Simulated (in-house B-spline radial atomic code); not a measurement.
How numerical settings move a run on I IV (I3+), [Kr] 4d10 5s2 5p2. Computed with an all-electron radial atomic-structure program (B-spline basis): scalar-relativistic (X2C) LDA PW92, spherical fractional occupations, Fermi nucleus of rms radius 4.75 fm.

Command:
```bash
python run_scf.py task.json out
```
Settings of the sound reference run:
```
Z                53
electrons        50
configuration    [Kr] 4d10 5s2 5p2
hamiltonian      x2c
method           lda,pw
spin_polarised   False
nucleus          fermi
rms_radius       4.75
mass_number      127
atomic_mass      126.9045
speed_of_light   137.036
knot_spacing     0.22
spline_order     8
gauss_points     12
box_radius       16.22
max_iterations   70
damping          0.5
damped_steps     3
diis_vectors     10
tolerance        1e-08
start            Thomas-Fermi
```

Cost of the run: 0.33 s on 1 thread of Arm Neoverse N1, on a shared host.

It converges in 9 iterations to -7106.918642 hartree, with 5p at -34.6191 eV. The other runs change the listed settings, some to values that make no sense; their results aren't properties of the atom or ion. Radii are in bohr (the nuclear one in fm), a minus after a letter asks for a j subshell, and «unchanged» means within 1e-8 hartree. The run stops when the residual is below 10 × tolerance × max(1, Z/10), or a noise floor if that is larger, and the energy moves by less than 1e-8 × √|E| hartree; so very loose and very tight tolerances often act alike.

```tsv
changed settings	outcome
damped_steps = 8	converged in 12 iterations, energy unchanged, 5p level +1.9e-06 eV
knot_spacing = 0.15, max_iterations = 60, start = bare nucleus	converged in 10 iterations, energy +1.41e-07 hartree from the reference, 5p level +1.7e-05 eV
damping = 0.8	converged in 10 iterations, energy unchanged, 5p level +2.3e-06 eV
gauss_points = 3, first_knot = 0.000189, max_iterations = 60, damping = 0, tolerance = 0.01	not converged after 60 iterations, last residual 1.6e+02, last energy -1.40e+04 hartree from the reference
knot_spacing = 0.3	converged in 9 iterations, energy +1.72e-05 hartree from the reference, 5p level -1.1e-05 eV
damped_steps = 30	converged in 17 iterations, energy unchanged, 5p level +3.1e-06 eV
knot_spacing = 0.75	converged in 9 iterations, energy +7.10e+00 hartree from the reference, 5p level +6.4e-02 eV (the program warns: 5p reaches the box edge; 3s reaches the box edge)
damped_steps = 1	converged in 8 iterations, energy unchanged, 5p level -1.7e-06 eV
box_radius = 64.88, max_iterations = 100, damped_steps = 0	converged in 7 iterations, energy +3.52e-07 hartree from the reference, 5p level -3.3e-06 eV
knot_spacing = 0.4	converged in 9 iterations, energy +2.52e-03 hartree from the reference, 5p level +1.2e-04 eV
damping = 0	converged in 10 iterations, energy unchanged, 5p level -2.7e-06 eV
knot_spacing = 0.15	converged in 9 iterations, energy +1.41e-07 hartree from the reference
knot_spacing = 0.1	converged in 9 iterations, energy -1.33e-07 hartree from the reference
hamiltonian = dirac, method = scan,scan	stopped with error: meta-GGAs are not served with the Dirac Hamiltonian
damping = 0.95	converged in 10 iterations, energy unchanged, 5p level -2.2e-06 eV
damping = 0.2	converged in 10 iterations, energy unchanged
```

Question: What happens with knot_spacing = 2?

Answer: Converged in 8 iterations, energy +2.63e+02 hartree from the reference, 5p level -1.6e+00 eV (the program warns: 5p reaches the box edge; 1s reaches the box edge).

Question: What happens with knot_spacing = 2, spline_order = 7, gauss_points = 8, first_knot = 0.0189, max_iterations = 100?

Answer: Converged in 9 iterations, energy +1.45e+03 hartree from the reference, 5p level +5.4e+00 eV (the program warns: 5p reaches the box edge; 1s reaches the box edge).

Question: What happens with damped_steps = 0?

Answer: Converged in 7 iterations, energy unchanged, 5p level -4.2e-06 eV.

Question: What happens with max_iterations = 60, damping = 0, diis_vectors = 0, tolerance = 1e-10?

Answer: Not converged after 60 iterations, last residual 2.5e-03, last energy +1.58e-04 hartree from the reference.
